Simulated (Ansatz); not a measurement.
`C[O][Ti]([O]CC(F)(F)F)([O]CC(F)(F)F)[O]CC(F)(F)F`, relaxed with RKS PBE0-D4/def2-TZVP in Ansatz from a GFN2-xTB geometry. The force threshold is 0.005 eV/Å; the program also tests the step.

The species carries charge 0 and has multiplicity 1.

Start:

```xyz
30

C     0.383   -0.549    2.551
O     0.279   -0.349    1.188
Ti   -0.038    0.072   -0.388
O     1.132    1.264   -0.934
C     1.381    2.443   -0.295
C     0.044    3.015    0.170
F     0.121    4.205    0.779
F    -0.816    3.140   -0.843
F    -0.546    2.172    1.067
O     0.090   -1.375   -1.400
C     1.105   -2.275   -1.230
C     2.427   -1.512   -1.164
F     2.519   -0.624   -2.158
F     3.513   -2.296   -1.230
F     2.545   -0.811   -0.007
O    -1.580    0.609   -1.028
C    -2.707   -0.158   -0.986
C    -2.713   -0.914    0.340
F    -3.876   -1.493    0.657
F    -1.780   -1.900    0.371
F    -2.395   -0.085    1.353
H    -0.169    0.235    3.090
H    -0.037   -1.528    2.824
H     1.441   -0.520    2.852
H     2.023    2.309    0.598
H     1.845    3.177   -0.978
H     0.997   -2.852   -0.292
H     1.165   -2.968   -2.088
H    -2.735   -0.903   -1.803
H    -3.618    0.468   -1.016
```

Q: How much energy does the relaxation release, and in how many steps? (Estimate.)

A: Ansatz gave: 41.77 kcal/mol, in 74 steps, 6 of them rejected.

Q: Which bonds change most? (Estimate.)

A: Computed: O2–Ti3 from 1.662 to 1.747 Å; Ti3–O16 from 1.753 to 1.807 Å; Ti3–O4 from 1.757 to 1.799 Å; Ti3–O10 from 1.770 to 1.809 Å.

Q: Give the relaxed structure. (Estimate.)

A: Ansatz gave: 
```xyz
30

C    -0.213   -0.175    2.664
O    -0.256   -0.220    1.272
Ti   -0.457    0.102   -0.433
O     0.117    1.756   -0.847
C     1.157    2.656   -0.884
C     1.455    3.215    0.493
F     2.451    4.105    0.419
F     0.395    3.829    1.027
F     1.829    2.256    1.350
O     0.521   -1.130   -1.325
C     1.576   -1.987   -1.105
C     2.894   -1.237   -1.119
F     3.123   -0.642   -2.292
F     3.908   -2.073   -0.876
F     2.919   -0.279   -0.180
O    -2.191   -0.028   -0.926
C    -3.328   -0.800   -0.950
C    -3.433   -1.702    0.263
F    -4.537   -2.452    0.189
F    -2.382   -2.530    0.354
F    -3.486   -1.008    1.405
H     0.138    0.804    2.997
H    -1.210   -0.362    3.072
H     0.472   -0.942    3.035
H     2.083    2.202   -1.257
H     0.904    3.506   -1.527
H     1.504   -2.493   -0.134
H     1.627   -2.749   -1.891
H    -3.354   -1.450   -1.834
H    -4.225   -0.169   -0.961
```
